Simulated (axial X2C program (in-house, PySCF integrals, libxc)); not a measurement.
Photoelectron levels of GeO by EOM-IP-CCSD

Computed with an in-house all-electron X2C program for linear molecules (integrals from PySCF): two-component X2C with atomic mean-field Coulomb and Gaunt terms, Gaussian nuclei, basis Ge dyall-cv3z, O dyall-av3z with contracted cores.

R = 1.861 Å (1.150 times 1.618 Å, the PBE0 minimum at charge 0 for the lowest determinant).

Vertical ionisation energies of GeO to the states of GeO⁺:

```csv
Ω of GeO⁺,vertical IE (eV),above lowest (cm⁻¹),ionised spinor,one-hole weight
3/2,10.062,0,"84% O pπ, 11% Ge pπ",0.91
1/2,10.084,175,"83% O pπ, 12% Ge pπ",0.91
1/2,10.710,5221,"59% O pσ, 28% Ge pσ, 8% Ge sσ",0.93
1/2,16.018,48034,"62% Ge sσ, 23% O pσ, 6% Ge pσ",0.85
```

(1) Take the first Ω = 1/2 and Ω = 3/2 rows of π character: how far apart are they, and which lies lower?

This point took 29 s on 1 thread of Intel(R) Xeon(R) Processor @ 2.30GHz, on a shared host.

Reference electrons by ω block (each with its −ω partner): 1/2: 14, 3/2: 5, 5/2: 1. 20 electrons of GeO correlated (inner shells frozen), 94 natural virtual spinors (a truncated set); levels can be off by some tenths of an eV. Roots sought by Ω: (1/2: 4, 3/2: 3, 5/2: 1); the list ends where they run out and leaves out roots under 60 % one-particle weight. The solver can skip a root, and states that need a further excitation, which the method places far too high, are missing though they may lie low or lowest. T1 of the reference 0.034 (Lee–Taylor). Number of frozen shells: Ge 3 s, 2 p; O 1 s. Large amplitudes in the reference (orbital relaxation or multireference character) lower the reliability.

Answers

(1) E(3/2) − E(1/2) = 0 − 175 = -175 cm⁻¹ at EOM-IP-CCSD: inverted, Ω = 3/2 lower. Splittings at this level can be off by ten to twenty per cent.
